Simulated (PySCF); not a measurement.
Ligand exchange on a metal centre used in film growth or etching (Sc F-OH). Gas-phase values, no solvent. One relaxed conformer stands for each flexible species; it need not be the lowest.

These are PBE-D3(BJ)/def2-TZVP // BP86-D3(BJ)/def2-SVP in PySCF 2.14.0 values and carry that method's errors. All candidates: neutral, multiplicity 1. 

```json
{
 "LUMO": "-2.60 eV",
 "HOMO–LUMO gap": "4.47 eV",
 "HOMO": "-7.06 eV"
}
```

Question: Identify which member has these values.
A) [Sc(F)(OH)2]
B) [Sc(F)3]
C) [Sc(F)2(OH)]

Answer: A, [Sc(F)(OH)2]. The others give [Sc(F)3]: -3.48 eV, 5.70 eV, -9.18 eV; [Sc(F)2(OH)]: -3.02 eV, 4.49 eV, -7.51 eV
